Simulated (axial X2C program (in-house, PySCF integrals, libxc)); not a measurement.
Which molecule gave these maps?

PBE0 fields computed with an axial X2C code built on PySCF integrals, with spin–orbit coupling, near the equilibrium distance, one atom at z = 0.

The maps cover the half plane through the axis: z from -2.4 to 4.2 Å along the bond, ρ from 0.15 to 2.25 Å away from it.

log10 of the density in e/bohr³:

```
 ρ\z  -2.4  -1.8  -1.2  -0.6   0.0   0.6   1.2   1.8   2.4   3.0   3.6   4.2
0.15  -2.8  -2.1  -1.4  -0.1   1.8  -0.1  -1.0  -0.7  -0.5  -1.3  -2.0  -2.8
0.45  -2.8  -2.2  -1.5  -0.5   0.4  -0.5  -1.1  -1.0  -1.1  -1.4  -2.1  -2.8
0.75  -2.9  -2.3  -1.6  -1.0  -0.5  -1.0  -1.4  -1.3  -1.3  -1.7  -2.3  -2.9
1.05  -3.0  -2.4  -1.9  -1.4  -1.2  -1.4  -1.6  -1.6  -1.6  -1.9  -2.5  -3.1
1.35  -3.1  -2.6  -2.1  -1.8  -1.6  -1.8  -1.9  -1.9  -2.0  -2.3  -2.7  -3.2
1.65  -3.3  -2.8  -2.4  -2.1  -2.0  -2.1  -2.2  -2.2  -2.3  -2.6  -3.0  -3.4
1.95  -3.5  -3.0  -2.6  -2.4  -2.3  -2.3  -2.4  -2.5  -2.7  -2.9  -3.2  -3.6
2.25  -3.7  -3.3  -2.9  -2.7  -2.6  -2.6  -2.7  -2.8  -3.0  -3.2  -3.5  -3.9
```

Electron localisation function (collinear form, no current term, damped to 0 at low density):

```
 ρ\z  -2.4  -1.8  -1.2  -0.6   0.0   0.6   1.2   1.8   2.4   3.0   3.6   4.2
0.15  0.54  0.80  0.51  0.60  0.75  0.60  0.63  0.06  0.19  0.96  0.94  0.73
0.45  0.50  0.79  0.58  0.39  0.76  0.36  0.65  0.34  0.23  0.95  0.93  0.68
0.75  0.44  0.76  0.68  0.27  0.40  0.21  0.65  0.78  0.82  0.93  0.89  0.58
1.05  0.35  0.71  0.75  0.42  0.25  0.31  0.62  0.75  0.81  0.87  0.80  0.42
1.35  0.23  0.61  0.75  0.63  0.46  0.47  0.56  0.65  0.70  0.74  0.62  0.24
1.65  0.13  0.47  0.68  0.69  0.60  0.52  0.49  0.51  0.53  0.54  0.38  0.10
1.95  0.06  0.31  0.55  0.62  0.58  0.49  0.42  0.38  0.35  0.30  0.17  0.03
2.25  0.02  0.15  0.38  0.49  0.48  0.42  0.34  0.26  0.20  0.14  0.06  0.01
```

Axial spin density in 10⁻³ e/bohr³:

```
 ρ\z  -2.4  -1.8  -1.2  -0.6  0.0   0.6   1.2   1.8   2.4   3.0  3.6  4.2
0.15   0.7   2.5   6.6   0.0  5.7  -1.3  20.1  33.3  56.1  33.8  6.9  1.4
0.45   0.6   2.2   5.6   2.7  0.8   2.5  15.8  16.5  38.1  23.7  5.6  1.2
0.75   0.5   1.6   4.0   3.6  0.5   5.4  10.5  10.0  18.4  12.9  3.8  0.9
1.05   0.4   1.1   2.4   2.6  1.9   4.7   6.3   5.9   8.1   6.2  2.3  0.6
1.35   0.3   0.7   1.4   1.6  1.7   3.0   3.6   3.2   3.6   2.8  1.2  0.4
1.65   0.2   0.4   0.8   0.9  1.1   1.7   2.0   1.7   1.7   1.3  0.7  0.3
1.95   0.1   0.2   0.4   0.5  0.7   0.9   1.0   0.9   0.8   0.6  0.3  0.1
2.25   0.1   0.1   0.2   0.3  0.4   0.5   0.5   0.5   0.4   0.3  0.2  0.1
```

Question: Which molecule is it?
A. FeSe
B. CrSe
C. LiRa⁻
D. SnB⁻

Answer: D. SnB⁻, with Sn at z = 0 and B at z = 2.126 Å, state Ω = 2 (⟨Sz⟩ = 0.99, ⟨Lz⟩ = 1.01 at PBE0), basis Sn dyall-acv3z [12s13p10d5f1g], B dyall-av3z [8s7p3d2f] (cores contracted in-house). The state is one determinant whose occupation by symmetry is held fixed; it was picked as the lowest of a PBE0 search that is not exhaustive. Density functionals use the spin component along the axis (collinear). Other states lie close and PBE0, whose exact exchange favours high spin, may order them wrongly; the determinant shown need not be the ground state. The nearest other 2c determinant of the search, Ω = 1, lies 0.13 eV up at the distance of the search. Without a current term, density functionals place determinants with orbital angular momentum somewhat too high. With several unpaired electrons one determinant need not be a pure state. Open-shell Ω = 0 determinants with evenly filled partner blocks cannot be reached by this program, so the Ω shown need not be the lowest component. The highest occupied level of some functionals is positive through self-interaction error; at Hartree–Fock it is bound.
